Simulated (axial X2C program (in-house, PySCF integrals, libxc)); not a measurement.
**Ionising LiMn**

Calculated with an in-house all-electron X2C program for linear molecules (integrals from PySCF), spin-free (one-electron X2C) or two-component (2c: spin–orbit coupling with atomic mean-field Coulomb and Gaunt terms, which also bring small scalar terms), in Dyall basis sets with cores contracted in-house; open shells are unrestricted.

Basis sets: Li dyall-cv3z, Mn dyall-cv3z.

```tsv
Hamiltonian	level	LiMn state	Re (Å)	ωe (cm⁻¹)	De (eV)
spin-free	HF	M_S = 3, Λ = 0	3.224	154.0	0.08
spin-free	PBE0	M_S = 3, Λ = 0	2.987	220.9	0.38
2c	HF	Ω = 3	3.225	153.7	0.08
2c	PBE0	Ω = 3	2.988	220.7	0.38
```

Adiabatic ionisation energy (minimum to minimum, no zero-point term) and constants of LiMn⁺:

| Hamiltonian | level | LiMn⁺ state | IE (eV) | Re (Å) | ωe (cm⁻¹) | De (eV) | fragments |
| --- | --- | --- | --- | --- | --- | --- | --- |
| spin-free | HF | M_S = 5/2, Λ = 0 | 4.44 | 3.143 | 214.0 | 0.99 | Mn + Li+ |
| spin-free | PBE0 | M_S = 5/2, Λ = 0 | 4.95 | 2.879 | 258.1 | 1.00 | Mn + Li+ |
| 2c | HF | Ω = 5/2 | 4.44 | 3.143 | 213.9 | 0.99 | Mn + Li+ |
| 2c | PBE0 | Ω = 5/2 | 4.95 | 2.880 | 258.1 | 1.00 | Mn + Li+ |

Question: Add the zero-point terms to the ionisation energy at PBE0, 2c, and say whether the electron removed was bonding.

Answer: IE0 = IE + (ωe⁺ − ωe)/2 = 4.95 + (0.002) = 4.95 eV. Re changes by -0.108 Å, so the bond shortens, as on loss of an antibonding or a polarising non-bonding electron.

Question: Close the cycle De(LiMn⁺) + IE(LiMn) = De(LiMn) + IE(Li) to find the atomic ionisation energy at PBE0, 2c.

Answer: IE(Li) = 1.00 + 4.95 − 0.38 = 5.57 eV, for the determinants used.

Each entry is the lowest single determinant of a limited PBE0 search at one distance. De goes to single-determinant-based atoms at the same level (for ions the charge split of lowest energy) and is withheld (n/a) where an atom does not fit its ground term or J level. Main or longest-lived isotopes. One determinant is a doubtful description, or other states lie close, for LiMn, LiMn⁺; these need not be ground states, and all values refer to the states named. Some open-shell Ω = 0 determinants are out of reach, so the Ω given for LiMn need not be the lowest component. With several unpaired electrons the Ω given is that of one determinant, not necessarily of the lowest component.
